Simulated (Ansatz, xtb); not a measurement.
Two isomers of C3H7GeNSi

We compare a, `C=[CH][Ge@@H]([SiH3])[C]#N`, a singlet, with b, `C=C[Si@@H]([GeH3])C#N`, a singlet. Both are isolated molecules in the gas phase, relaxed with PBE0-D3(BJ)/def2-SVP, each in the lowest conformer that the search found.

a (Å):

| atom | x (Å) | y (Å) | z (Å) |
| --- | --- | --- | --- |
| C | -1.9843 | -0.0439 | -0.1159 |
| C | -0.7545 | 0.4754 | -0.1469 |
| C | 1.0974 | 1.9640 | 1.8775 |
| Ge | 0.5271 | 0.2136 | 1.2786 |
| N | 1.4793 | 3.0086 | 2.2074 |
| Si | 2.5136 | -0.9025 | 0.5731 |
| H | -2.3503 | -0.6286 | 0.7354 |
| H | -2.6886 | 0.0973 | -0.9435 |
| H | -0.4327 | 1.0577 | -1.0183 |
| H | -0.1584 | -0.4522 | 2.4824 |
| H | 3.4916 | -0.9564 | 1.6988 |
| H | 2.1578 | -2.2881 | 0.1433 |
| H | 3.0989 | -0.1551 | -0.5789 |

b (Å):

| atom | x (Å) | y (Å) | z (Å) |
| --- | --- | --- | --- |
| C | -1.9498 | 0.0709 | -0.1027 |
| C | -0.7185 | 0.5928 | -0.0612 |
| C | 1.0917 | 1.8245 | 2.0339 |
| Ge | 2.4414 | -0.9057 | 0.5042 |
| N | 1.4990 | 2.8220 | 2.4648 |
| Si | 0.4947 | 0.2175 | 1.3012 |
| H | -2.3295 | -0.5870 | 0.6872 |
| H | -2.6377 | 0.2801 | -0.9290 |
| H | -0.3925 | 1.2473 | -0.8797 |
| H | -0.1749 | -0.5397 | 2.3980 |
| H | 3.4607 | -1.0852 | 1.6416 |
| H | 2.0409 | -2.2869 | -0.0452 |
| H | 3.0776 | -0.0811 | -0.6282 |

Quicker runs give these differences E(b) − E(a): GFN2-xTB +5.8 kcal/mol; HF/STO-3G −3.6 kcal/mol (at GFN2-xTB geometries); r2SCAN-D4/def2-SVP −6.0 kcal/mol (at GFN2-xTB geometries).

Task: Estimate E(b) − E(a) at the level CCSD(T)/def2-SVP + ΔMP2/def2-TZVPP.

Result: Calculated at CCSD(T)/def2-SVP + ΔMP2/def2-TZVPP: E(b) − E(a) = −4.7 kcal/mol, so structure b lies lower.

Level by level:

```tsv
level	geometry	E(b) − E(a) (kcal/mol)	departure from the last row (kcal/mol)	job, with rough time for the two
GFN2-xTB	GFN2-xTB	+5.8	+10.6	optimisation, 0.59 s
HF/STO-3G	GFN2-xTB	−3.6	+1.1	single point, 2.3 s
r2SCAN-D4/def2-SVP	GFN2-xTB	−6.0	−1.3	single point, 12 s
PBE0-D3(BJ)/def2-SVP	PBE0-D3(BJ)/def2-SVP	−6.8	−2.1	optimisation, 4.5 min
HF/def2-SVP	PBE0-D3(BJ)/def2-SVP	−5.9	−1.1	part of the CCSD(T) run
MP2/def2-SVP	PBE0-D3(BJ)/def2-SVP	−5.7	−0.9	part of the CCSD(T) run
CCSD(T)/def2-SVP	PBE0-D3(BJ)/def2-SVP	−5.6	−0.9	single point
CCSD(T)/def2-SVP + ΔMP2/def2-TZVPP	PBE0-D3(BJ)/def2-SVP	−4.7		single point, 4 min
```

As drawn, b has 2 C–Si, 2 Ge–H in place of 2 C–Ge, 2 Si–H.

GFN2-xTB puts the two in the other order. The largest departure from CCSD(T)/def2-SVP + ΔMP2/def2-TZVPP is that of GFN2-xTB, 10.6 kcal/mol. The last row adds to CCSD(T) the change of the MP2 difference between the two basis sets, here +0.9 kcal/mol.

With thermal terms from frequencies at re-optimised GFN2-xTB minima (ideal gas, soft modes damped towards free rotors, one conformer each, 298.15 K, 1 atm): the zero-point term adds +0.1 kcal/mol; ΔH is −4.7 and ΔG −4.6 kcal/mol.

The correlated steps freeze 18 core orbitals; the filled d shell of Ge is correlated, in a basis made for valence electrons. Programs: Ansatz 0.2.0, xtb 6.7.1; the last row on 2 threads of AMD EPYC (Zen 3) on a shared host.
